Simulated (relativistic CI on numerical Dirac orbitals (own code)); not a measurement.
# What each ingredient does to the levels of Pb⁷⁺

Base calculation: Dirac-Coulomb-Breit CI, separate exchange-only KLI orbitals for each configuration, a model potential for QED, unscaled Slater integrals.

Configurations in the expansion (outside the closed core [Kr] 4d10 4f14): 5s2 5p6 5d7, 5s2 5p6 5d6 6s, 5s2 5p6 5d6 5f, 5s2 5p6 5d6 6p, 5s2 5p5 5d8, 5s2 5p6 5d5 6s 6p, 5s2 5p6 5d6 5g, 5s2 5p6 5d5 5f 6s, 5s2 5p6 5d6 6d, 5s2 5p6 5d6 7s, 5s2 5p6 5d6 7p, 5s 5p6 5d8, 5s2 5p5 5d7 5f, 5s2 5p6 5d6 6f, 5s2 5p6 5d6 8s, 5s2 5p6 5d6 8p, 5s2 5p5 5d7 5g, 5s2 5p5 5d7 6s, 5s2 5p6 5d6 7f, 5s2 5p6 5d6 8f, 5s2 5p6 5d5 6s2, 5s2 5p6 5d4 5f 6s2, 5s2 5p6 5d4 6s2 6p, 5s2 5p6 5d4 5g 6s2, 5s2 5p6 5d4 6s2 6d, 5p6 5d9, 5p5 5d10. Double excitations out of closed p, d and f shells are left out; levels of such configurations are missing from the list, as are those of other unlisted configurations, and high levels can miss mixing partners. These lack a partner that the ground configuration has and come out too high: 5s2 5p5 5d7 5f, 5s2 5p5 5d7 5g, 5s2 5p5 5d7 6s.

The lowest level and the first level of each name with at least 55 % of one term (blank where a level has no safe partner in the second run):

| Level | Base (cm⁻¹) | Shift (cm⁻¹) |
| --- | --- | --- |
| 5s2 5p6 5d7 4F_9/2 | 0.0 | 0.0 |
| 5s2 5p6 5d7 4F_7/2 | 20020.6 | -146.3 |
| 5s2 5p6 5d7 4P_5/2 | 32857.4 | -150.0 |
| 5s2 5p6 5d7 4P_1/2 | 37893.7 | -150.9 |
| 5s2 5p6 5d7 2H_11/2 | 41684.4 | -107.0 |
| 5s2 5p6 5d7 2G_7/2 | 45124.8 | -161.9 |
| 5s2 5p6 5d7 2D_5/2 | 55103.6 | -272.3 |
| 5s2 5p6 5d7 2F_5/2 | 57281.0 | -110.5 |
| 5s2 5p6 5d7 2P_1/2 | 62829.6 | -301.8 |
| 5s2 5p6 5d7 2H_9/2 | 63110.3 | -266.6 |
| 5s2 5p6 5d7 2F_7/2 | 71699.0 | -236.2 |
| 5s2 5p6 5d7 2D_3/2 | 73260.9 | -243.3 |
| 5s2 5p6 5d6 6s 6D_9/2 | 207523.9 | -1321.8 |
| 5s2 5p6 5d6 6s 6D_7/2 | 218637.9 | -1264.9 |
| 5s2 5p6 5d6 6s 6D_3/2 | 224408.4 | -1277.6 |
| 5s2 5p6 5d6 6s 6D_1/2 | 227874.7 | -1259.2 |
| 5s2 5p6 5d6 6s 4H_13/2 | 246162.8 | -1272.7 |
| 5s2 5p6 5d6 6s 4D_1/2 | 247405.7 | -1161.2 |
| 5s2 5p6 5d6 6s 4F_3/2 | 255708.9 | -1240.9 |
| 5s2 5p6 5d6 6s 4P_1/2 | 275038.2 | -1322.8 |
| 5s2 5p6 5d6 6s 2I_13/2 | 278909.0 | -1181.4 |
| 5s2 5p6 5d6 6s 2F_7/2 | 279892.3 | -1270.4 |

At this charge configurations can still be misplaced by up to about 7 % of their energy. Terms inside the open d or f shell come out 10 to 20 % too wide with unscaled integrals. Levels and lines within the n = 5 or 6 shells can be off by up to 10 % or somewhat more, and those that change n by about 2 %, since core polarisation is missing.

(1) One thing was changed in a second run, which moved the levels as shown. Which?
A. one mean potential for all configurations
B. configuration mixing switched off
C. valence Slater integrals scaled by 0.9
D. Breit term removed
E. QED terms removed

## Answers

(1) A. One mean potential for all configurations. One potential for all configurations removes the relaxation of the orbitals, which moves whole configurations and changes the integrals a little.

LS names give the leading component of a level, which can be under half, so a name can repeat, a term be missing and a line seem to break the LS rules.
